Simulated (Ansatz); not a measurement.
Ideal-gas functions of `[BH2][Ge]([F])([F])[AlH2]` at 600 K and 1 bar, from an Ansatz frequency run at PBE0-D4/def2-TZVP.

Molar mass 152.43 g/mol, point group Cs (symmetry number 1), electronic degeneracy 1, moments of inertia 152.372, 285.189, 291.423 u Å². Harmonic wavenumbers (cm⁻¹, unscaled): 22, 88, 98, 113, 174, 175, 230, 312, 410, 543, 548, 628, 670, 673, 760, 887, 1150, 1925, 1952, 2605, 2708.

Use S(trans) = R[1.5 ln M + 2.5 ln T − 1.1517]; rotational temperatures θ = 24.2544 K / I; S(rot) = R[ln(√π/σ · √(T³/θAθBθC)) + 1.5]; for each mode x = 1.438777 ν̃/T, S = R[x/(eˣ − 1) − ln(1 − e⁻ˣ)] and H = RT x/(eˣ − 1); 1 cm⁻¹ = 0.0119627 kJ/mol; R = 8.31446 J/(mol·K).

Task: By hand: the entropy, in J/(mol·K).

Result: Translation 186.1. Rotation: θ = 0.1592, 0.085, 0.0832 K, giving 125.2. Vibration, mode by mode: 32.78, 21.27, 20.37, 19.20, 15.64, 15.60, 13.37, 10.92, 8.78, 6.68, 6.62, 5.65, 5.21, 5.18, 4.39, 3.45, 2.10, 0.47, 0.44, 0.12, 0.09, in all 198.3. Electronic 0.0. Sum 509.6 J/(mol·K).

Task: By hand: H − E and G − E in kJ/mol, counted from the electronic energy.

Result: Zero-point energy ½ × 16671 × 0.0119627 = 99.7; thermal vibration 51.8; translation, rotation and pV give 4 RT = 20.0. H − E = 171.5 kJ/mol, and G − E = 171.5 − 600 × 509.6/1000 = -134.3 kJ/mol.

Vibration gives 39 % of the entropy, 93.6 J/(mol·K) of it from the modes under 150 cm⁻¹: soft modes count most, and the harmonic formula is weakest for them.
